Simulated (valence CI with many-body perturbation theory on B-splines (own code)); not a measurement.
# E1 transitions of Ce²⁵⁺

Computed by valence CI with perturbative core correlation (CI+MBPT): five valence electrons over a frozen Dirac-Fock core [Ar] 3d10, a basis of 9 s, 9 p, 8 d, 6 f, 3 g, 1 h functions for each j, with the one-electron correlation potential Σ1, the two-electron term Σ2, the three-electron term Σ3, Breit, model QED; selected CI, second order for the rest (own B-spline code, finite nucleus).

No measured spectrum was set against this ion. As an estimate, levels hold to about 250 cm⁻¹ or 0.2 % of their energy and the worst to 1 %, as in measured heavy ions of charge 2 to 7; those with d or f electrons hold less well. Among the levels kept, up to 270 cm⁻¹ of a level comes from second order outside the variational space, and about a tenth of that is noise between levels of different J, which matters for small intervals.

Lines 1 to 50 of 186 in falling wavelength, among levels below 1480800 cm⁻¹, chosen from the strongest by gf and those to the six lowest levels. Wavelengths and rates use the calculated energies, so an error of 2000 cm⁻¹ moves a line at 43.12 nm by 0.86 % and its rate by three times that or more. Electric multipoles are in the length gauge, E1 and E2 with the static RPA response of the core. Weak lines are less certain than strong ones. Lines between different terms over intervals too small for the method are left out, as are lines whose strength nearly cancels. The highest levels of a list are the least certain.

Levels are named by their leading jj configuration (3d3/2^4 stands for four electrons in 3d with j = 3/2), which in mixed levels can hold well under half, so a name can repeat and another be missing. Letters in brackets count levels of one name in rising energy.

| λ vac (nm) | Upper | Lower | A (s⁻¹) | S (a.u.) with core polarisation | S without |
| --- | --- | --- | --- | --- | --- |
| 43.12 | (4s 4p1/2^2 4p3/2^2) J=5/2 | (4s^2 4p3/2^3) J=3/2 | 4.01e+06 | 9.52e-04 | 1.03e-03 |
| 32.90 | (4s 4p1/2^2 4p3/2^2) J=3/2 | (4s^2 4p3/2^3) J=3/2 | 1.22e+08 | 8.61e-03 | 9.28e-03 |
| 31.85 | (4s 4p1/2^2 4p3/2^2) J=1/2 | (4s^2 4p3/2^3) J=3/2 | 7.58e+07 | 2.42e-03 | 2.60e-03 |
| 30.46 | (4s 4p1/2^2 4p3/2 4d3/2) J=5/2 | (4s^2 4p1/2 4p3/2 4d3/2) J=3/2 [b] | 2.49e+08 | 2.08e-02 | 2.25e-02 |
| 29.61 | (4s 4p1/2^2 4p3/2 4d3/2) J=3/2 [a] | (4s^2 4p1/2 4p3/2 4d3/2) J=1/2 [b] | 1.28e+08 | 6.57e-03 | 7.11e-03 |
| 29.03 | (4s 4p1/2^2 4p3/2 4d3/2) J=7/2 | (4s^2 4p1/2 4p3/2 4d3/2) J=5/2 [b] | 4.81e+08 | 4.65e-02 | 5.02e-02 |
| 28.55 | (4p1/2^2 4p3/2^3) J=3/2 | (4s^2 4p1/2 4p3/2 4d5/2) J=3/2 [a] | 2.78e+08 | 1.28e-02 | 1.38e-02 |
| 27.53 | (4s 4p1/2^2 4p3/2 4d3/2) J=5/2 | (4s^2 4p1/2 4p3/2 4d5/2) J=3/2 [a] | 1.52e+08 | 9.42e-03 | 1.02e-02 |
| 26.32 | (4s 4p1/2^2 4p3/2 4d3/2) J=7/2 | (4s^2 4p1/2 4p3/2 4d5/2) J=5/2 [a] | 4.99e+08 | 3.59e-02 | 3.88e-02 |
| 25.44 | (4s 4p1/2^2 4p3/2 4d3/2) J=7/2 | (4s^2 4p1/2 4p3/2 4d5/2) J=9/2 | 1.14e+08 | 7.40e-03 | 7.97e-03 |
| 25.27 | (4s^2 4p1/2^2 4d3/2) J=3/2 | (4s^2 4p3/2^3) J=3/2 | 1.54e+08 | 4.90e-03 | 5.29e-03 |
| 24.73 | (4p1/2^2 4p3/2^3) J=3/2 | (4s^2 4p1/2 4p3/2 4d3/2) J=3/2 [a] | 2.67e+08 | 7.97e-03 | 8.62e-03 |
| 23.96 | (4s 4p1/2^2 4p3/2 4d3/2) J=5/2 | (4s^2 4p1/2 4p3/2 4d3/2) J=3/2 [a] | 5.10e+08 | 2.07e-02 | 2.24e-02 |
| 23.95 | (4s 4p1/2^2 4p3/2 4d3/2) J=1/2 | (4s^2 4p1/2 4p3/2 4d3/2) J=3/2 [a] | 5.89e+08 | 7.98e-03 | 8.61e-03 |
| 23.82 | (4s 4p1/2^2 4p3/2 4d3/2) J=3/2 [b] | (4s^2 4p1/2 4p3/2 4d5/2) J=3/2 [a] | 6.90e+08 | 1.84e-02 | 1.99e-02 |
| 23.79 | (4s 4p1/2^2 4p3/2 4d5/2) J=9/2 | (4s^2 4p1/2 4p3/2 4d5/2) J=9/2 | 1.58e+09 | 1.05e-01 | 1.13e-01 |
| 23.56 | (4s 4p1/2^2 4p3/2 4d3/2) J=3/2 [a] | (4s^2 4p1/2 4p3/2 4d3/2) J=3/2 [a] | 1.93e+09 | 4.98e-02 | 5.38e-02 |
| 23.32 | (4s 4p1/2^2 4p3/2 4d3/2) J=3/2 [b] | (4s^2 4p1/2 4p3/2 4d5/2) J=5/2 [a] | 8.38e+08 | 2.10e-02 | 2.26e-02 |
| 23.22 | (4s 4p1/2^2 4p3/2 4d3/2) J=5/2 | (4s^2 4p1/2 4p3/2 4d3/2) J=7/2 | 5.48e+08 | 2.03e-02 | 2.19e-02 |
| 22.99 | (4s 4p1/2 4p3/2^3) J=3/2 [a] | (4s^2 4p3/2^3) J=3/2 | 8.17e+07 | 1.96e-03 | 2.13e-03 |
| 22.99 | (4s 4p1/2^2 4p3/2 4d3/2) J=1/2 | (4s^2 4p1/2 4p3/2 4d3/2) J=1/2 [a] | 2.13e+09 | 2.56e-02 | 2.76e-02 |
| 22.81 | (4s 4p1/2^2 4p3/2 4d3/2) J=7/2 | (4s^2 4p1/2 4p3/2 4d3/2) J=7/2 | 1.85e+09 | 8.66e-02 | 9.35e-02 |
| 22.73 | (4p1/2^2 4p3/2^3) J=3/2 | (4s^2 4p1/2 4p3/2 4d3/2) J=5/2 [a] | 3.11e+08 | 7.22e-03 | 7.80e-03 |
| 22.63 | (4s 4p1/2^2 4p3/2 4d3/2) J=3/2 [a] | (4s^2 4p1/2 4p3/2 4d3/2) J=1/2 [a] | 5.07e+08 | 1.16e-02 | 1.26e-02 |
| 22.58 | (4s 4p1/2^2 4p3/2^2) J=5/2 | (4s^2 4p1/2 4p3/2^2) J=5/2 | 2.16e+09 | 7.37e-02 | 7.96e-02 |
| 22.22 | (4s 4p1/2^2 4p3/2 4d5/2) J=9/2 | (4s^2 4p1/2 4p3/2 4d5/2) J=7/2 [a] | 3.04e+09 | 1.65e-01 | 1.78e-01 |
| 22.08 | (4s 4p1/2^2 4p3/2 4d3/2) J=5/2 | (4s^2 4p1/2 4p3/2 4d3/2) J=5/2 [a] | 1.97e+09 | 6.28e-02 | 6.78e-02 |
| 22.01 | (4s^2 4p1/2^2 4d5/2) J=5/2 | (4s^2 4p3/2^3) J=3/2 | 2.97e+08 | 9.37e-03 | 1.01e-02 |
| 21.75 | (4s 4p1/2^2 4p3/2 4d3/2) J=3/2 [a] | (4s^2 4p1/2 4p3/2 4d3/2) J=5/2 [a] | 8.34e+08 | 1.69e-02 | 1.83e-02 |
| 21.71 | (4s 4p1/2^2 4p3/2 4d3/2) J=7/2 | (4s^2 4p1/2 4p3/2 4d3/2) J=5/2 [a] | 4.90e+08 | 1.98e-02 | 2.14e-02 |
| 21.47 | (4s 4p1/2^2 4p3/2 4d5/2) J=9/2 | (4s^2 4p1/2 4p3/2 4d3/2) J=7/2 | 1.40e+08 | 6.83e-03 | 7.39e-03 |
| 21.36 | (4s 4p1/2 4p3/2^3) J=5/2 | (4s^2 4p3/2^3) J=3/2 | 3.90e+09 | 1.13e-01 | 1.22e-01 |
| 21.17 | (4s 4p1/2^2 4p3/2^2) J=5/2 | (4s^2 4p1/2 4p3/2^2) J=3/2 | 4.30e+09 | 1.21e-01 | 1.31e-01 |
| 20.95 | (4s 4p1/2^2 4p3/2^2) J=3/2 | (4s^2 4p1/2 4p3/2^2) J=1/2 | 2.70e+07 | 4.89e-04 | 5.32e-04 |
| 20.90 | (4p1/2^2 4p3/2^3) J=3/2 | (4s 4p1/2 4p3/2^3) J=3/2 [b] | 6.87e+09 | 1.24e-01 | 1.34e-01 |
| 20.61 | (4p1/2^2 4p3/2^3) J=3/2 | (4s 4p1/2 4p3/2^3) J=1/2 | 3.89e+09 | 6.73e-02 | 7.27e-02 |
| 20.52 | (4s 4p1/2^2 4p3/2^2) J=1/2 | (4s^2 4p1/2 4p3/2^2) J=1/2 | 7.06e+09 | 6.02e-02 | 6.49e-02 |
| 20.35 | (4s 4p1/2^2 4p3/2 4d3/2) J=5/2 | (4s 4p1/2 4p3/2^3) J=3/2 [b] | 3.43e+08 | 8.56e-03 | 9.24e-03 |
| 20.34 | (4s 4p1/2^2 4p3/2 4d3/2) J=1/2 | (4s 4p1/2 4p3/2^3) J=3/2 [b] | 4.96e+08 | 4.12e-03 | 4.45e-03 |
| 20.07 | (4s 4p1/2^2 4p3/2 4d3/2) J=1/2 | (4s 4p1/2 4p3/2^3) J=1/2 | 6.29e+08 | 5.02e-03 | 5.42e-03 |
| 19.80 | (4s 4p1/2^2 4p3/2 4d3/2) J=3/2 [a] | (4s 4p1/2 4p3/2^3) J=1/2 | 2.22e+08 | 3.41e-03 | 3.68e-03 |
| 19.70 | (4s 4p1/2 4p3/2^3) J=1/2 | (4s^2 4p3/2^3) J=3/2 | 2.67e+09 | 2.02e-02 | 2.18e-02 |
| 19.63 | (4s 4p1/2^2 4p3/2 4d3/2) J=3/2 [b] | (4s^2 4p1/2 4p3/2 4d3/2) J=5/2 [a] | 3.18e+09 | 4.75e-02 | 5.12e-02 |
| 19.44 | (4s 4p1/2 4p3/2^3) J=3/2 [b] | (4s^2 4p3/2^3) J=3/2 | 3.08e+09 | 4.47e-02 | 4.83e-02 |
| 19.42 | (4s 4p1/2^2 4p3/2^2) J=3/2 | (4s^2 4p1/2 4p3/2^2) J=5/2 | 5.71e+09 | 8.25e-02 | 8.90e-02 |
| 19.07 | (4p1/2^2 4p3/2^3) J=3/2 | (4s 4p1/2 4p3/2^3) J=5/2 | 1.17e+10 | 1.61e-01 | 1.73e-01 |
| 18.57 | (4p1/2^2 4p3/2^3) J=3/2 | (4s^2 4p1/2^2 4d5/2) J=5/2 | 1.79e+09 | 2.26e-02 | 2.44e-02 |
| 18.37 | (4s 4p1/2^2 4p3/2^2) J=3/2 | (4s^2 4p1/2 4p3/2^2) J=3/2 | 1.87e+09 | 2.29e-02 | 2.47e-02 |
| 18.37 | (4s 4p1/2^2 4p3/2 4d3/2) J=3/2 [a] | (4s 4p1/2 4p3/2^3) J=5/2 | 5.35e+09 | 6.55e-02 | 7.07e-02 |
| 18.14 | (4s 4p1/2^2 4p3/2 4d3/2) J=5/2 | (4s^2 4p1/2^2 4d5/2) J=5/2 | 9.41e+08 | 1.66e-02 | 1.79e-02 |
